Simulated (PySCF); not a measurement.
Isomers of C6H11N3, from PBE0-D3(BJ)/def2-SVP geometry optimisation, gas phase (PySCF). One conformer each, no zero-point energy, no frequencies.

Question: Which is lower in electronic energy at this level?
A. `[CH3:1][CH2:2][c:3]1[n:4][n:5][c:6]([CH3:7])[n:8]1[CH3:9]` with C1–C2–C3–N4 -103°: A = 2997, B = 1288, C = 981.5 MHz, dipole 5.94 D
B. `[CH3:1][c:2]1[cH:3][n:4][n:5]([CH:6]([CH3:7])[CH3:8])[n:9]1` with N4–N5–C6–C7 -59°: A = 3930, B = 1005, C = 971.3 MHz, dipole 0.34 D

Answer: A. That is `CCc1nnc(C)n1C`, 4.9 kcal/mol below the other.

| SMILES | mapped SMILES | E (Eh) | relative (kcal/mol) | relative (kJ/mol) | dipole (D) |
| --- | --- | --- | --- | --- | --- |
| CCc1nnc(C)n1C | [CH3:1][CH2:2][c:3]1[n:4][n:5][c:6]([CH3:7])[n:8]1[CH3:9] | -398.77221 | 0.0 | 0.0 | 5.94 |
| Cc1cnn(C(C)C)n1 | [CH3:1][c:2]1[cH:3][n:4][n:5]([CH:6]([CH3:7])[CH3:8])[n:9]1 | -398.76441 | 4.9 | 20.5 | 0.34 |
